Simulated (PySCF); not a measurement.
## Spin–spin couplings to the heavy atom in `COB[AsH2]`, CH₆AsBO

Geometry:
```csv
atom,x (Å),y (Å),z (Å)
C1,-1.695,-0.418,-0.566
O2,-0.593,0.375,-0.192
B3,0.452,-0.101,0.496
As4,1.911,1.182,1.095
H5,-2.613,0.014,-0.140
H6,-1.787,-0.415,-1.662
H7,-1.583,-1.456,-0.213
H8,0.482,-1.266,0.844
H9,3.051,0.271,0.663
H10,1.927,2.017,-0.176
```

Level of theory for the indirect couplings: PBE0/pcJ-1 (dyall-v2z on As), no solvent, finite nuclei, structure from PBE0-D3(BJ)/def2-SVP (PySCF integrals, density fitting).

Non-relativistic values:
```tsv
coupling	atoms	J (Hz)
1J(75As,11B)	As4 – B3	-1.2
1J(75As,1H)	As4 – H9/H10	81.1
2J(75As,17O)	As4 – O2	-8.1
2J(75As,1H)	As4 – H8	31.5
3J(75As,13C)	As4 – C1	2.0
4J(75As,1H)	As4 – H5/H6/H7	0.9
```

What do two-component X2C with spin–orbit coupling give?

Results:


```tsv
coupling	atoms	with spin–orbit (Hz)
1J(75As,11B)	As4 – B3	-19.1
1J(75As,1H)	As4 – H9/H10	55.2
2J(75As,17O)	As4 – O2	-6.1
2J(75As,1H)	As4 – H8	33.2
3J(75As,13C)	As4 – C1	0.7
4J(75As,1H)	As4 – H5/H6/H7	1.1
```

The largest listed coupling, 1J(75As,1H), ends at 0.68 times its non-relativistic value. Equivalent partners are averaged, as under fast rotation. In the static structure 4J(75As,1H) spreads over 0.1, 3.3, 0.0 Hz. Couplings to strongly quadrupolar nuclei (75As) are seldom resolved in solution.
